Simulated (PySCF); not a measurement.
MgF, SMILES [F][Mg], multiplicity 2.

Geometry optimised at PBE0-D3(BJ)/def2-TZVPD. The multiplicity is an assumed one; other spin states were not compared.

These are PBE/def2-TZVPD (PySCF) values and carry that method's errors.

Computed frontier levels, dipole moment and polarisability:
| Quantity | Result |
|---|---|
| α spin, highest occupied and lowest empty level | -4.93 and -1.60 eV |
| β spin, highest occupied and lowest empty level | -7.66 and -3.48 eV |
| dipole moment | 3.18 D |
| mean static polarisability | 52.8 bohr³ (7.83 Å³) |
| polarisability, principal values | 44.8, 56.8, 56.8 bohr³ |
| ⟨S²⟩ | 0.750 (pure state 0.75) |
